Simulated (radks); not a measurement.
Values are calculated unless marked as measured or tabulated.
Neutral oxygen inside a hard spherical wall (all orbitals vanish at R), configuration held at [He] 2s2 2p4 and not refilled when levels cross. Code: a radial shooting solver on a logarithmic mesh with Libxc functionals. Model: non-relativistic Kohn-Sham, r2SCAN, spin-polarised, spherical densities, point nucleus; open shells are filled with parallel spins first; meta-GGA in the generalised Kohn-Sham scheme. Eigenvalues in eV for spin up, with the zero of energy where the potential of the charges vanishes at infinity; a dash marks a level that is unbound or too diffuse for the functional's potential to be trusted. A positive occupied level is held by the wall or, in an anion where self-interaction has pushed it up, behind a barrier. The pressure on the wall is -dE/dV.

R (bohr),E (hartree),kinetic (hartree),e(1s),e(2s),e(2p),"e(3s, empty)","e(3p, empty)",pressure (GPa)
free,-75.03333,74.831,-520.09,-26.933,-10.962,-,-,0
15,-75.03333,74.831,-520.09,-26.933,-10.962,-,-,< 0.0001
12,-75.03333,74.831,-520.09,-26.933,-10.962,-,-,< 0.0001
10,-75.03333,74.831,-520.09,-26.933,-10.962,0.959,2.363,< 0.0001
6,-75.03227,74.841,-519.98,-26.847,-10.876,4.152,7.359,0.114
5,-75.02768,74.873,-519.65,-26.622,-10.638,7.260,11.488,0.907
3.5,-74.94901,75.310,-516.56,-24.687,-8.452,22.171,28.158,31.0
3,-74.80784,75.966,-512.83,-22.378,-5.794,36.013,41.938,119
